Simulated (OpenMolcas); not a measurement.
Worked example: vertical ionisation energy of BSiH4OF (SMILES FBO[SiH3])

BSiH4OF: 8 atoms, total charge 0, spin state singlet. As SMILES, `FBO[SiH3]`. The coordinates come from a PBE0-D4/def2-TZVP relaxation. This is one conformer, not always the lowest.

Both states at this one shape; open shells run unrestricted unless said. 1 Eh = 27.2114 eV.

| level | program | singlet BSiH4OF (Eh) | doublet BSiH4OF+ (Eh) | HOMO of the first (eV) |
| --- | --- | --- | --- | --- |
| BLYP/6-311+G** | OpenMolcas | -491.977907 | -491.569962 | -7.89 |
| r2SCAN/6-311+G** | OpenMolcas | -491.888990 | -491.469493 | -8.32 |
| B3LYP/6-31G* (Cartesian functions) | OpenMolcas | -491.952619 | -491.529686 | -8.98 |
| M06-2X/6-311+G** | OpenMolcas | -491.923248 | -491.480135 | -10.87 |

Problem. Work out the vertical ionisation energy at each level.

Solution. 
1. BLYP/6-311+G**: -491.569962 − (-491.977907) = 0.407945 Eh = 11.10 eV; −ε(HOMO) = 7.89 eV.
2. r2SCAN/6-311+G**: -491.469493 − (-491.888990) = 0.419497 Eh = 11.42 eV; −ε(HOMO) = 8.32 eV.
3. B3LYP/6-31G* (Cartesian functions): -491.529686 − (-491.952619) = 0.422933 Eh = 11.51 eV; −ε(HOMO) = 8.98 eV.
4. M06-2X/6-311+G**: -491.480135 − (-491.923248) = 0.443113 Eh = 12.06 eV; −ε(HOMO) = 10.87 eV.

No measured value is set beside it here; the levels span 11.10 to 12.06 eV. In semi-local functionals −ε(HOMO) lies far under the ionisation energy, a result of self-interaction, while the difference of totals does much better.
